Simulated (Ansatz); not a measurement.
Reaction (ligand exchange at the Si–O bond): `BO[SiH](O)F` + `NBS` → `O[SiH](F)NBS` + `BO`

Gas-phase electronic energies from Ansatz, PBE0-D4/def2-TZVP geometries. CBS: MP2 limit from def2 TZ/QZ plus the TZ coupled-cluster correction, frozen cores. This one scheme is used for every species. Functionals use def2-TZVPP. One conformer a species, not always the lowest.

| species | PBE energy (Eh) |
| --- | --- |
| `BO[SiH](O)F` | -566.91377 |
| `NBS` | -480.03173 |
| `O[SiH](F)NBS` | -945.11300 |
| `BO` | -101.81923 |

(1) Work out ΔE.

Largest T1 diagnostic among the species: 0.014.

## Answers

(1) ΔE = (-945.11300) + (-101.81923) − (-566.91377) − (-480.03173) = 0.01327 Eh = +8.3 kcal/mol. CCSD(T)/CBS gives +9.4 kcal/mol.

In def2-TZVPP, CCSD(T) changes the Hartree–Fock value by −3.7 kcal/mol (the triples alone add −0.6 kcal/mol) and MP2 by −3.7 kcal/mol. From BLYP to BHLYP (50 % exact exchange), in def2-TZVPP and without D4, ΔE moves by +1.3 kcal/mol. Leaving LDA and LC-ωPBE aside and taking each functional with its dispersion term where it has one, the values, not all of them listed here, spread over 3.3 kcal/mol, from revPBE-D4 to BHLYP-D4.
